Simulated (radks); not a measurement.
All-electron atom: Mn17+ in [He] 2s2 2p4 (the NIST ground configuration).

Method: scalar-relativistic Kohn-Sham, r2SCAN, spin-polarised, spherical densities, finite nucleus; open shells are filled with parallel spins first; meta-GGA in the generalised Kohn-Sham scheme; Fermi nuclear charge, rms radius 3.7057 fm; computed with a radial shooting solver on a logarithmic mesh with Libxc functionals.

Energy parts (hartree):
part                       energy
total                  -967.29260
kinetic                 980.03329
electron-nucleus      -2074.08715
Hartree                 159.61572
exchange-correlation    -32.85445

Orbitals (lengths in bohr, moments of r in powers of bohr; r(90%) holds 90 % of the orbital's charge):
1s up: occ. 1; eigenvalue (hartree) -264.5154; r(90%) 0.109; <r> 0.06080
1s down: occ. 1; eigenvalue (hartree) -264.0719; r(90%) 0.108; <r> 0.06069
2s up: occ. 1; eigenvalue (hartree) -51.18745; r(90%) 0.409; <r> 0.2659
2s down: occ. 1; eigenvalue (hartree) -50.49872; r(90%) 0.411; <r> 0.2674
2p up: occ. 3; eigenvalue (hartree) -47.59101; r(90%) 0.376; <r> 0.2317
2p down: occ. 1; eigenvalue (hartree) -46.70829; r(90%) 0.379; <r> 0.2337
3s up: occ. 0; eigenvalue (hartree) -19.46950; r(90%) 0.955; <r> 0.6579
3s down: occ. 0; eigenvalue (hartree) -19.19514; r(90%) 0.965; <r> 0.6644
3p up: occ. 0; eigenvalue (hartree) -18.38131; r(90%) 0.946; <r> 0.6384
3p down: occ. 0; eigenvalue (hartree) -18.07980; r(90%) 0.959; <r> 0.6462

The highest occupied level is 2p down at -1271.0 eV. The electron density at the nucleus is 1.323e+04 e/bohr^3 (large components only). For comparison, the ionisation energy in NIST's Atomic Spectra Database is 1320 eV (semi-empirical). In exact Kohn-Sham theory the highest level is minus the ionisation energy, but local and semilocal functionals leave it too shallow, through self-interaction and a potential that decays too fast; potentials with the right tail come closer.
